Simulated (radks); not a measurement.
Fractional charge and spin in the 5p shell of samarium: the spin-up occupation runs from 2 to 3 and the spin-down occupation from 2 to 3; the fullest corner is Sm3+, [Kr] 4d10 4f(up 2.5, down 2.5) 5s2 5p(up 3, down 3). Method: scalar-relativistic Kohn-Sham, LDA (Slater exchange, Perdew-Wang correlation), spin-polarised, spherical densities, finite nucleus; Fermi nuclear charge, rms radius of each element as measured or else 0.836 A^(1/3) + 0.57 fm; computed with a radial shooting solver on a logarithmic mesh with Libxc functionals. Energy (eV) minus the two flat planes that join the four corners (they meet along the diagonal where the two added fractions sum to one electron); zero is where a piecewise linear energy would lie.

| down \ up | 2 | 2.25 | 2.5 | 2.75 | 3 |
|---|---|---|---|---|---|
| 2 | 0.000 | -1.277 | -1.699 | -1.271 | 0.000 |
| 2.25 | -1.277 | -1.647 | -1.170 | 0.148 | -1.221 |
| 2.5 | -1.699 | -1.170 | 0.197 | -1.124 | -1.622 |
| 2.75 | -1.271 | 0.148 | -1.124 | -1.575 | -1.213 |
| 3 | 0.000 | -1.221 | -1.622 | -1.213 | 0.000 |

Corners above the fullest one (they belong to Sm4+ and the next ion): (up 3, down 2) 56.625 eV, (up 2, down 3) 56.625 eV, (up 2, down 2) 127.33 eV. With half an added electron in each spin the energy lies 0.197 eV from the planes, and with half an added electron in spin up alone -1.699 eV. The planes are only a guide here: the flat-plane condition holds for ground states with one frontier orbital, while this shell lies below other occupied shells, so the corners above the fullest one are inner-hole states and not the ground states of those ions.
